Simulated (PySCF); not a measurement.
Below is a simulated gas-phase C 1s photoelectron spectrum of `C=C=C=CC(N)=O`.

Every computed line was given a Gaussian of 0.8 eV full width at half maximum and an area set by the number of equivalent atoms; the highest printed point is 100. Method: delta-SCF UKS SCAN, pcX-2 on the ionised atom, pcseg-1 elsewhere, spin-free X2C (PySCF 2.14.0).

binding energy (eV), intensity and a bar:
```
    289.6          0 
    289.7          0 
    289.8          1 
    289.9          2 #
    290.0          4 #
    290.1          9 ###
    290.2         16 #####
    290.3         26 ########
    290.4         40 ############
    290.5         56 #################
    290.6         74 ######################
    290.7         89 ###########################
    290.8         98 #############################
    290.9        100 ##############################
    291.0         94 ############################
    291.1         81 ########################
    291.2         65 ###################
    291.3         48 ##############
    291.4         32 ##########
    291.5         20 ######
    291.6         12 ###
    291.7          6 ##
    291.8          3 #
    291.9          1 
    292.0          1 
    292.1          0 
    292.2          0 
    292.3          0 
    292.4          0 
    292.5          0 
    292.6          0 
    292.7          0 
    292.8          1 
    292.9          2 #
    293.0          4 #
    293.1          7 ##
    293.2         10 ###
    293.3         15 ####
    293.4         19 ######
    293.5         23 #######
    293.6         25 ########
    293.7         26 ########
    293.8         24 #######
    293.9         20 ######
    294.0         15 #####
    294.1         11 ###
    294.2          7 ##
    294.3          4 #
    294.4          2 #
    294.5          1 
    294.6          1 
    294.7          0 
    294.8          0
```

Question: Count the maxima, the lines and the sites behind this envelope.

Answer: The curve has 2 maxima (at 290.9 and 293.7 eV). Under it lie 5 lines from 5 inequivalent carbon sites. At this width some lines have no maximum of their own.

Question: Decompose the envelope and assign each component. Numbering: `[CH2:1]=[C:2]=[C:3]=[CH:4][C:5]([NH2:6])=[O:7]`.

Answer: 
| position (eV) | relative area | line | atoms | environment |
| --- | --- | --- | --- | --- |
| 290.76 | 1 | C 1s | C1 | outer carbon of cumulated double bonds |
| 290.85 | 1 | C 1s | C4 | outer carbon of cumulated double bonds |
| 290.91 | 1 | C 1s | C3 | central carbon of cumulated double bonds |
| 290.98 | 1 | C 1s | C2 | central carbon of cumulated double bonds |
| 293.66 | 1 | C 1s | C5 | amide carbonyl carbon |

Question: What are the centre and the root-mean-square width of the whole band?

Answer: The area-weighted mean of the lines is 291.43 eV. Their own spread about it is 1.12 eV (rms) and each Gaussian has σ = 0.8/2.355 = 0.34 eV; the variances add, which gives 1.17 eV.

Lowest listed C 1s: C1, bonded to C (double bond) and 2 H. Highest, 2.90 eV above it: C5, bonded to O (double bond), N and C. Summing the Pauling electronegativity differences to the bonded atoms, each weighted by its formal bond order, gives -0.70 for the lowest site and +2.27 for the highest; no listed site has a larger sum than the highest.

No satellites, vibrations or lifetime broadening are included. Spin contamination (⟨S²⟩ against 0.75 for a pure doublet) is marked for C 1s of C2 (0.99) and C 1s of C3 (0.97), which makes these values less certain. One conformer (not necessarily the lowest) at the GFN2-xTB geometry, without solvent, vibrations or thermal averaging.

The values belong to the conformer `[CH2:1]=[C:2]=[C:3]=[CH:4][C:5]([NH2:6])=[O:7]`: C3–C4–C5–N6 0°, H–N6–C5–C4 180°, H–N6–C5–C4 0°.
